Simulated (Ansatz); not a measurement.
Computed with Ansatz.

A structure relaxed at PBE0-D4/def2-TZVP, charge 0, multiplicity 1:

Cartesian coordinates in Å:
```
Si -0.702 -1.860 0.865
O -1.617 -0.790 0.028
Ga -1.457 0.800 -0.707
Cl -3.155 1.732 -1.530
O 0.095 1.625 -0.766
Si 1.664 1.332 -0.399
H 0.308 -1.150 1.700
H -1.594 -2.652 1.748
H 0.011 -2.772 -0.068
H 1.993 -0.107 -0.602
H 2.518 2.157 -1.288
H 1.937 1.685 1.019
```

(1) Give its formula and SMILES.

(2) Point group (tolerance 0.08 Å, 0.16 Å for H)?

(3) Summarise the bond lengths by kind.

Answers

(1) ClGaH6O2Si2, `[SiH3][O][Ga]([Cl])[O][SiH3]`.

(2) C2.

(3) 2 × O–Si 1.638 Å; 6 × H–Si 1.484 to 1.490 Å; 2 × Ga–O 1.758 Å; 1 × Cl–Ga 2.105 Å.
